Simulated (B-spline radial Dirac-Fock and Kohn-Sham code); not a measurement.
**Conversion-electron coefficients: P, 20 keV**

Z = 15 (phosphorus), transition energy 20 keV. Level of theory: a Dirac-Hartree-Slater potential of the neutral atom with a Latter tail (no hole, which puts coefficients of high multipoles low close above an edge), finite nucleus with surface currents; an atomic code on a B-spline grid. Subshells that would emit electrons below 1 keV are left out.

```tsv
subshell	electron energy (keV)	E1	E2	E4	M1	M3
K	17.85	1.59	77.3	121000	0.333	674
L1	19.81	0.112	5.32	7870	0.0253	62.4
L2	19.86	0.00317	0.640	8890	0.000821	6.72
L3	19.86	0.00608	1.18	16100	0.000406	16.3
M1	19.98	0.0103	0.492	725	0.00236	5.91
M2	19.99	0.000101	0.0205	287	2.64e-05	0.217
M3	19.99	0.000194	0.0380	518	1.30e-05	0.528
total		1.72	85.0	156000	0.362	766
```

Question: For a pure M3 transition, what fraction of decays emits a photon?

Answer: 1/(1 + α) = 0.00130 with the total α = 766.

Values without a named source are computed, but for edge energies of neutral atoms, which are taken from tables.
